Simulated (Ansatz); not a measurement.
CHBrINSi, SMILES `Br[Si]1(I)C=N1`, 6 atoms. Charge 0, multiplicity 1. Correlated methods include outer-core shells of Br, I, which these sets cover unevenly. Scalar relativity is left out up to krypton. I: def2 effective core potential. All runs use 4 threads of a server CPU on a shared host. Correlated methods freeze the cores.

(1) Give the basis size and wall time and peak host memory of each of these runs in Ansatz. RHF-CCSD(T)/def2-TZVPP energy; RHF-MP2/def2-QZVPP energy; RKS PBE0-D4/def2-TZVP relaxation (8 steps); RKS PBE0-D4/def2-SVP energy; direct RPA on PBE orbitals/def2-TZVPP energy; RKS PBE0-D4/def2-TZVP frequencies; RKS PBE-QIDH (frozen core)/def2-TZVPP energy; RKS ωB97M-V/def2-TZVPP energy and forces; RKS ωB97M-V/def2-SVP energy; RKS PBE0-D4/def2-QZVPP energy; RKS ωB97M-V/def2-QZVPP energy; RKS HSE06 (plane-wave form)-D4/def2-TZVPP energy. (An estimate is asked.)

Results:

(1) Computed: Other jobs shared the machine, so times are rough.

```json
{"level": "RKS PBE0-D4/def2-SVP", "job": "energy", "functions": "109", "wall time": "1.2 s", "peak host memory (GiB)": "0.27"}
{"level": "RKS HSE06 (plane-wave form)-D4/def2-TZVPP", "job": "energy", "functions": "216", "wall time": "3.1 s", "peak host memory (GiB)": "0.79"}
{"level": "direct RPA on PBE orbitals/def2-TZVPP", "job": "energy", "functions": "216", "wall time": "4.8 s", "peak host memory (GiB)": "0.56"}
{"level": "RKS PBE-QIDH (frozen core)/def2-TZVPP", "job": "energy", "functions": "216", "wall time": "5.5 s", "peak host memory (GiB)": "0.64"}
{"level": "RKS ωB97M-V/def2-SVP", "job": "energy", "functions": "109", "wall time": "5.5 s", "peak host memory (GiB)": "0.39"}
{"level": "RKS PBE0-D4/def2-QZVPP", "job": "energy", "functions": "385", "wall time": "7.5 s", "peak host memory (GiB)": "1.6"}
{"level": "RKS ωB97M-V/def2-TZVPP", "job": "energy and forces", "functions": "216", "wall time": "11 s", "peak host memory (GiB)": "0.92"}
{"level": "RHF-MP2/def2-QZVPP", "job": "energy", "functions": "385", "wall time": "15 s", "peak host memory (GiB)": "1.9"}
{"level": "RKS ωB97M-V/def2-QZVPP", "job": "energy", "functions": "385", "wall time": "16 s", "peak host memory (GiB)": "1.9"}
{"level": "RKS PBE0-D4/def2-TZVP", "job": "relaxation (8 steps)", "functions": "203", "wall time": "33 s", "peak host memory (GiB)": "0.68"}
{"level": "RKS PBE0-D4/def2-TZVP", "job": "frequencies", "functions": "203", "wall time": "99 s", "peak host memory (GiB)": "0.68"}
{"level": "RHF-CCSD(T)/def2-TZVPP", "job": "energy", "functions": "216", "wall time": "2.4 min", "peak host memory (GiB)": "3.7"}
```
